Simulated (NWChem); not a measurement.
Electron attachment to CCl₂

```
C
Cl 1 1.7189
Cl 1 1.7189 2 109.33
```
Charge 0, spin multiplicity 1.

Everything below was run with NWChem. The geometry was optimised at PBE0/def2-SVP, a minimum by its harmonic frequencies.

Basis set: def2-TZVPD. −ε marks an orbital energy of the parent. The basis adds only a small set of diffuse functions.

The correlated methods keep 11 core orbitals frozen. B3LYP has NWChem's definition, with VWN1-RPA local correlation. The structure started from a generated list of species.

Question: One of these methods gave a vertical electron affinity of -0.74 eV. Which?
(A) −ε(LUMO) of HF
(B) −ε(LUMO) of B3LYP
(C) −ε(LUMO) of BLYP
(D) −ε(LUMO) of PBE

Answer: A, −ε(LUMO) of HF. The others give 4.44 (−ε(LUMO) of PBE), 4.28 (−ε(LUMO) of BLYP), 3.65 (−ε(LUMO) of B3LYP).
